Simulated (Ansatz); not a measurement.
System: GaH, charge 1, doublet. GaH+ (parent SMILES [GaH], doublet).
B3LYP-D3(BJ)/def2-TZVP minimum from Ansatz (a quantum-chemistry and plane-wave program):
```
Ga
H 1 1.6902
```
Charge +1, spin multiplicity 2.

Hartree-Fock and CCSD(T) correlation energies in hartree (Ansatz). UHF or UKS for unpaired electrons; spin-orbit terms are left out. Correlated methods leave the cores frozen (noble-gas shells, and filled d and f shells in the p block). No relativity. The UHF reference of HGa+ (parent SMILES [GaH], doublet) is spin-contaminated (<S^2> up to 0.05 over the pure value in the sets run). The spin of HGa+ (parent SMILES [GaH], doublet) was assumed, and the state is the lowest solution found for it.

```
basis    X        E(HF)  E(corr, CCSD(T))
-------  -  -----------  ----------------
cc-pVTZ  3  -1923.56617          -0.04530
cc-pVQZ  4  -1923.56879          -0.04705
cc-pV5Z  5  -1923.56908          withheld
```

Question: Fit E(corr) = E∞ + A/X³ to X = 3 and 4, predict X = 5, and compare with the run.

Answer: A = (-0.04530 - (-0.04705))/(1/27 - 1/64) = 0.0817; E∞ = -0.04705 - A/64 = -0.04833; at X = 5, E∞ + A/125 = -0.04767. The run gave -0.04746, 0.21 mEh above the prediction. The same form on X = 4 and 5 gives E∞ = -0.04789, 0.44 mEh above the first estimate.
